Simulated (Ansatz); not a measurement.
The same path of H2S2SeSn (6 atoms, charge 0, multiplicity 1) was run twice with different band settings. The coordinate that changes most is the dihedral H5–Se1–Sn2–S3.

Method: Ansatz, RKS PBE0-D4/def2-SVP.

Relaxed end points:

```xyz
6
Properties=species:S:1:pos:R:3
Se -0.928 1.046 -1.639
Sn 0.140 -0.091 0.332
S 0.043 -2.482 0.405
S 1.989 -1.542 -0.121
H -1.299 2.202 -0.804
H 0.096 0.802 1.781
```

```xyz
6
Properties=species:S:1:pos:R:3
Se -1.075 1.644 -1.057
Sn 0.082 0.197 0.638
S -0.111 -2.180 0.405
S 1.836 -1.244 -0.128
H -0.853 0.615 -2.086
H 0.163 0.904 2.182
```

Common settings: movable images 5; climbing image yes; optimiser quadratic models (default); start path IDPP; force threshold 0.05 eV/Å; iteration limit 60; end points relaxed.

| run | spring |
| --- | --- |
| 1 | 5.0 eV/Å² |
| 2 | 0.1 eV/Å² |

Q: What does each run give, and how far can it be trusted?

A: Run 1: converged after 5 iterations, highest image 0.059 eV above the first end. A vibrational analysis at the climbing image gives one clearly imaginary mode, 152i cm⁻¹: a first-order saddle point.
Run 2: converged after 5 iterations, highest image 0.059 eV above the first end. Another band between the same ends (5 images) ends at a top of the same energy, where a vibrational analysis finds 1 clearly imaginary mode.
